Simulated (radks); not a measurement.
Spherical quantum dot in the effective-mass picture: electrons in a hard-walled sphere of radius 7.49, with a point charge +1 (a donor) at the centre, all in effective atomic units (hartree* = m*/eps^2 hartree, bohr* = eps/m* bohr), one dielectric constant everywhere. Method: non-relativistic Kohn-Sham, PBE, spin-polarised, spherical densities; computed with a radial shooting solver with Libxc functionals. Levels are named by radial order and angular momentum (1s, 1p, 1d, 2s, ...), and open shells are averaged over m. Results are scaled to m* = 0.08 and eps = 14.7, for which hartree* = 10.07 meV and bohr* = 9.724 nm.

N = 10, configuration 1s2 1p6 1d(up 1, down 0) 2s(up 1, down 0). This is the lowest configuration that the search found. Occupied levels:

| level | occupation | eigenvalue (meV) | <r> (nm) |
|---|---|---|---|
| 1s up | 1 | 15.126 | 36.08 |
| 1s down | 1 | 15.439 | 46.07 |
| 1p up | 3 | 15.883 | 50.30 |
| 1p down | 3 | 15.987 | 50.07 |
| 2s up | 1 | 16.239 | 30.11 |
| 1d up | 1 | 16.718 | 52.13 |

Energy (meV): total 70.7696, kinetic 25.141, external -28.807, Hartree 94.158, exchange-correlation -19.723.
